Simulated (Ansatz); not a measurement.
A CCSD(T) single point on `C[CH2][GeH]([OH])[OH]`.

```yaml
crystal:
  periodic: [false, false, false]
  atoms:
    - {symbol: C, position_ang: [0.491718, 1.500341, -0.747457]}
    - {symbol: C, position_ang: [1.045018, 0.429050, 0.184857]}
    - {symbol: Ge, position_ang: [-0.228572, -0.994855, 0.497447]}
    - {symbol: O, position_ang: [-0.517828, -1.728725, -1.096493]}
    - {symbol: O, position_ang: [-1.764585, -0.278215, 1.055864]}
    - {symbol: H, position_ang: [1.223922, 2.295501, -0.908983]}
    - {symbol: H, position_ang: [0.233860, 1.079114, -1.720971]}
    - {symbol: H, position_ang: [-0.410976, 1.955926, -0.335134]}
    - {symbol: H, position_ang: [1.949926, -0.025433, -0.228501]}
    - {symbol: H, position_ang: [1.316421, 0.850609, 1.156776]}
    - {symbol: H, position_ang: [0.176409, -2.085909, 1.517208]}
    - {symbol: H, position_ang: [-1.341706, -2.218569, -1.138231]}
    - {symbol: H, position_ang: [-2.173607, -0.778833, 1.763618]}
basis:
  gaussian: {orbitals: def2-TZVPP}
correlation: {method: ccsd_t}
```

```sh
$ ansatz run in.yaml --threads 2 --pin off --events-out ev --progress --plain --max-ram 22528MiB --backend cuda --devices 0, --max-vram 18GiB
```

The program prints (abridged):

```
Functional definition: HF
1712 factors; integrals over basis functions are off by at most 8.4e-4 eV
mean field evaluation 1: about -62733.6051 eV, gradient 5.6e1 eV
mean field evaluation 2: about -62733.7954 eV, gradient 5.6e1 eV
mean field evaluation 4: about -62739.8378 eV, gradient 4.4e0 eV
mean field evaluation 8: about -62739.9107 eV, gradient 2.9e-1 eV
mean field evaluation 16: about -62739.9114 eV, gradient 1.2e-6 eV
mean field -62739.91138093 eV, -2305.6492166098 hartree, gradient 1.2e-6 eV, S^2 0.000000; 0 other end points of the search recorded, 0 dependent functions left out
13 core orbitals not correlated: weight in the atoms' cores, before any rotation towards them, 1.000 or more for the frozen orbitals, at most 0.000 for the correlated occupied ones
reference -62739.91138093 eV, -2305.6492166098 hartree; 21, 21 occupied and 250, 250 virtual orbitals, 1712 factors
second order -29.89242081 eV of doubles, -0.00000000 eV of singles
cycle   1  -29.80958867 eV  change    8.3e-2 eV  update   1.2e-1
cycle   2  -30.54323345 eV  change   -7.3e-1 eV  update   3.2e-2
cycle   3  -30.68888404 eV  change   -1.5e-1 eV  update   1.6e-2
cycle   4  -30.67494375 eV  change    1.4e-2 eV  update   3.4e-3
cycle   5  -30.67454479 eV  change    4.0e-4 eV  update   1.6e-3
cycle   6  -30.67533646 eV  change   -7.9e-4 eV  update   4.5e-4
cycle   7  -30.67513050 eV  change    2.1e-4 eV  update   1.9e-4
cycle   8  -30.67507783 eV  change    5.3e-5 eV  update   5.4e-5
cycle   9  -30.67508307 eV  change   -5.2e-6 eV  update   1.9e-5
perturbative correction -1.12789650 eV, -0.0414494318 hartree
Total energy: -62771.71436049 eV, -2306.8179545519 hartree
```

It took 7 s on 2 threads of an AMD EPYC 7R13 on a shared host and a share of an NVIDIA H100 80 GB, with 0.87 GiB of host memory at the peak.

MP2 recovers 94.0 % of the CCSD(T) correlation energy and the triples give 3.5 %; T1 = 0.0110.
